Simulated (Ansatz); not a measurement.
Consider the atomization: `[NH2][Al]([OH])[F]` → Al• + F• + 3 H• + N• + O•.

Program: Ansatz. Geometries: PBE0-D4/def2-TZVP. ΔE: electronic, gas phase. CCSD(T)/CBS is the MP2 limit (def2-TZVPP, def2-QZVPP) plus CCSD(T) − MP2 in def2-TZVPP, frozen cores. This one scheme is used for every species, atoms too. DFT in def2-TZVPP. Open shells (•) are unrestricted, without spin–orbit coupling. Spin–orbit coupling would lower the free atoms: a little for Al, F, O. One conformer a species, not always the lowest.

Task: What is ΔE at CCSD(T)/CBS? (Best estimate.)

Result: The calculation gave: +2703.7 kJ/mol.

Task: What do these levels give: LDA (SPW92), BLYP-D4, r2SCANh-D4, r2SCAN0-D4, PBE, r2SCAN, PBE0, r2SCANh, BHLYP, LC-ωPBE, HF/def2-SVP, CCSD(T)/def2-TZVPP? (Best estimate.)

Result: Computed: LDA (SPW92) 3059.6, BLYP-D4 2689.6, r2SCANh-D4 2648.7, r2SCAN0-D4 2608.1, PBE 2702.2, r2SCAN 2674.2, PBE0 2629.0, r2SCANh 2646.2, BHLYP 2553.3, LC-ωPBE 2673.7, HF/def2-SVP 1843.6, CCSD(T)/def2-TZVPP 2609.0 kJ/mol.

Largest T1 diagnostic among the species: 0.018.

From PBE to PBE0 (25 % exact exchange), in def2-TZVPP and without D4, ΔE moves by −73.2 kJ/mol: exact exchange takes away binding that semilocal exchange gives to molecules. In def2-TZVPP, CCSD(T) changes the Hartree–Fock value by +736.7 kJ/mol (the triples alone add +41.7 kJ/mol) and MP2 by +824.0 kJ/mol; breaking electron pairs costs correlation energy, which Hartree–Fock lacks.

For atomizations the MP2-based limit and the directly extrapolated one differ by several kJ/mol either way, and by 10 to 25 for some Ge, Se and Sn compounds, so smaller differences from it don't rank the levels.
